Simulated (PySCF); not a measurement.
Cl2Mg, triplet, at a GFN2-xTB geometry (such geometries of metal compounds can be far from the true shape) (a higher spin typed on purpose: for a closed-shell molecule this is an excited state); B3LYP/3-21G run with PySCF.

PySCF was given this input:
```python
from pyscf import gto, scf, dft

mol = gto.Mole()
mol.atom = '''
    Mg    0.00000000    0.00000000    0.00000000
    Cl    0.00000000    0.00000000    2.37515771
    Cl   -0.00000000   -0.00000000   -2.37515771
'''
mol.basis = '3-21g'
mol.spin = 2
mol.verbose = 4
mol.build()

mf = dft.UKS(mol)
mf.xc = 'b3lyp'
mf.grids.atom_grid = (30, 110)
mf.kernel()
mf.analyze()
```

What the program printed (banner, timings and long lists left out):

```
PySCF version 2.14.0

[INPUT] verbose = 4
[INPUT] num. atoms = 3
[INPUT] num. electrons = 46
[INPUT] charge = 0
[INPUT] spin (= nelec alpha-beta = 2S) = 2
[INPUT] symmetry False subgroup None
[INPUT] Mole.unit = angstrom
[INPUT] Symbol           X                Y                Z      unit          X                Y                Z       unit  Magmom
[...]
nuclear repulsion = 123.095156082625
number of shells = 21
number of NR pGTOs = 81
number of NR cGTOs = 39
basis = 3-21g
ecp = {}

******** <class 'pyscf.dft.uks.UKS'> ********
method = UKS
initial guess = minao
damping factor = 0
level_shift factor = 0
DIIS = <class 'pyscf.scf.diis.CDIIS'>
diis_start_cycle = 1
diis_space = 8
diis_damp = 0
SCF conv_tol = 1e-09
SCF conv_tol_grad = None
SCF max_cycles = 50
direct_scf = True
direct_scf_tol = 1e-13
number electrons alpha = 24  beta = 22
XC library pyscf.dft.libxc version 7.1.2
    S. Lehtola, C. Steigemann, M. J. T. Oliveira, and M. A. L. Marques,  SoftwareX 7, 1–5 (2018)
XC functionals = b3lyp
    P. J. Stephens, F. J. Devlin, C. F. Chabalowski, and M. J. Frisch,  J. Phys. Chem. 98, 11623 (1994)
radial grids:
    Treutler-Ahlrichs [JCP 102, 346 (1995); DOI:10.1063/1.469408] (M4) radial grids

becke partition: Becke, JCP 88, 2547 (1988); DOI:10.1063/1.454033
pruning grids: <function nwchem_prune>
grids dens level: 3
symmetrized grids: False
atomic radii adjust function: <function treutler_atomic_radii_adjust>
User specified grid scheme (30, 110)
small_rho_cutoff = 0
Set gradient conv threshold to 3.16228e-05
tot grids = 7272
init E= -1114.28170179565

cycle= 1 E= -1114.91213771084  delta_E= -0.63  |g|= 0.138  |ddm|= 1.44

cycle= 2 E= -1114.91598017403  delta_E= -0.00384  |g|= 0.138  |ddm|= 0.467

cycle= 3 E= -1114.92810102821  delta_E= -0.0121  |g|= 0.00467  |ddm|= 0.191

cycle= 4 E= -1114.92812413186  delta_E= -2.31e-05  |g|= 0.00101  |ddm|= 0.0127

cycle= 5 E= -1114.92812550709  delta_E= -1.38e-06  |g|= 0.000122  |ddm|= 0.00506

cycle= 6 E= -1114.92812552332  delta_E= -1.62e-08  |g|= 1.74e-05  |ddm|= 0.000378

cycle= 7 E= -1114.92812552369  delta_E= -3.66e-10  |g|= 1.42e-06  |ddm|= 5.24e-05

Extra cycle  E= -1114.92812552369  delta_E= -2.05e-12  |g|= 2.02e-06  |ddm|= 8.19e-06
converged SCF energy = -1114.92812552369  <S^2> = 2.0030623  2S+1 = 3.0020408
**** SCF Summaries ****
Total Energy =                       -1114.928125523692870
Nuclear Repulsion Energy =             123.095156082624953
One-electron Energy =                -1789.305455395168792
Two-electron Energy =                  551.282173788850969
Two-electron Coulomb Energy =          624.162076888724982
DFT Exchange-Correlation Energy =      -72.879903099874056
**** MO energy ****
                             alpha | beta                alpha | beta
[...]
To work with the spin densities directly, `use mulliken_meta_spin()` only printing them here.

 ** Mulliken spin pop alpha/beta on meta-lowdin orthogonal AOs **
 ** Mulliken Spin Density (per AO)  **
spin_pop of  0 Mg 1s        0.00000
spin_pop of  0 Mg 2s        0.00017
spin_pop of  0 Mg 3s        0.81407
spin_pop of  0 Mg 4s        0.00344
spin_pop of  0 Mg 2px      -0.00005
spin_pop of  0 Mg 2py      -0.00005
spin_pop of  0 Mg 2pz      -0.00003
spin_pop of  0 Mg 3px      -0.00856
spin_pop of  0 Mg 3py       0.00133
spin_pop of  0 Mg 3pz      -0.00146
spin_pop of  0 Mg 4px       0.00016
spin_pop of  0 Mg 4py       0.00014
spin_pop of  0 Mg 4pz      -0.00054
spin_pop of  1 Cl 1s        0.00000
spin_pop of  1 Cl 2s        0.00000
spin_pop of  1 Cl 3s        0.01577
spin_pop of  1 Cl 4s        0.00190
spin_pop of  1 Cl 2px       0.00005
spin_pop of  1 Cl 2py       0.00000
spin_pop of  1 Cl 2pz       0.00000
spin_pop of  1 Cl 3px       0.50431
spin_pop of  1 Cl 3py      -0.00016
spin_pop of  1 Cl 3pz       0.07336
spin_pop of  1 Cl 4px      -0.00054
spin_pop of  1 Cl 4py      -0.00014
spin_pop of  1 Cl 4pz       0.00114
spin_pop of  2 Cl 1s        0.00000
spin_pop of  2 Cl 2s        0.00000
spin_pop of  2 Cl 3s        0.01577
spin_pop of  2 Cl 4s        0.00190
spin_pop of  2 Cl 2px       0.00005
spin_pop of  2 Cl 2py       0.00000
spin_pop of  2 Cl 2pz       0.00000
spin_pop of  2 Cl 3px       0.50431
spin_pop of  2 Cl 3py      -0.00016
spin_pop of  2 Cl 3pz       0.07336
spin_pop of  2 Cl 4px      -0.00054
spin_pop of  2 Cl 4py      -0.00014
spin_pop of  2 Cl 4pz       0.00114
 ** Mulliken Spin Density (per atom)  **
spin density of  0 Mg =      0.80862
spin density of  1 Cl =      0.59569
spin density of  2 Cl =      0.59570
 ** Mulliken pop alpha/beta on meta-lowdin orthogonal AOs **
 ** Mulliken pop       alpha | beta **
[...]
In total            24.00000 | 22.00000
 ** Mulliken atomic charges   ( Nelec_alpha | Nelec_beta ) **
charge of  0Mg =      0.74589  (     6.03136      5.22275 )
charge of  1Cl =     -0.37295  (     8.98432      8.38863 )
charge of  2Cl =     -0.37294  (     8.98432      8.38862 )
Dipole moment(X, Y, Z, Debye):  0.00000,  0.00000, -0.00008
```
